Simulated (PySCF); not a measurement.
SMILES [CH2]O[Si](OC)(OC)OC (C4H11O4Si), doublet, GFN2-xTB optimised geometry.

```
20

C     -0.62    -1.14     2.58
O     -1.02    -1.15     1.30
Si    -0.58    -0.26     0.00
O     -1.32    -0.95    -1.27
C     -1.37    -2.31    -1.62
O      1.04    -0.26     0.00
C      1.91     0.54    -0.77
O     -1.04     1.30     0.00
C     -2.33     1.83    -0.12
H     -1.00    -1.95     3.18
H      0.22    -0.55     2.88
H     -0.37    -2.67    -1.88
H     -2.04    -2.41    -2.47
H     -1.75    -2.91    -0.78
H      2.92     0.37    -0.39
H      1.65     1.59    -0.68
H      1.87     0.25    -1.82
H     -2.23     2.91    -0.23
H     -2.92     1.60     0.77
H     -2.84     1.41    -0.99
```

Density from unrestricted B3LYP/def2-SVP (PySCF) at that geometry.

Minimum of the electron density along straight lines between bonded atoms, close to the bond critical point (lines longer than 1.1 times the sum of covalent radii, or with two minima, are not listed):

```
bond    length / Å  ρ at the minimum / e bohr⁻³  ∇²ρ there / e bohr⁻⁵  position (fraction from the first atom)
------  ----------  ---------------------------  --------------------  ---------------------------------------
C1–O2        1.346                        0.277                  0.12                                     0.33
O2–Si3       1.634                        0.126                  1.04                                     0.59
Si3–O4       1.623                        0.131                  1.09                                     0.41
O4–C5        1.406                        0.251                 -0.31                                     0.66
Si3–O6       1.621                        0.132                  1.10                                     0.41
O6–C7        1.406                        0.250                 -0.31                                     0.66
Si3–O8       1.621                        0.132                  1.10                                     0.41
O8–C9        1.406                        0.251                 -0.31                                     0.66
C1–H10       1.073                        0.289                 -1.13                                     0.64
C1–H11       1.072                        0.289                 -1.13                                     0.64
C5–H12       1.092                        0.283                 -1.08                                     0.63
C5–H13       1.090                        0.284                 -1.10                                     0.64
C5–H14       1.091                        0.284                 -1.09                                     0.64
C7–H15       1.090                        0.284                 -1.10                                     0.64
C7–H16       1.090                        0.285                 -1.10                                     0.64
C7–H17       1.092                        0.283                 -1.07                                     0.63
C9–H18       1.090                        0.284                 -1.10                                     0.64
C9–H19       1.092                        0.283                 -1.08                                     0.63
C9–H20       1.090                        0.284                 -1.10                                     0.64
```
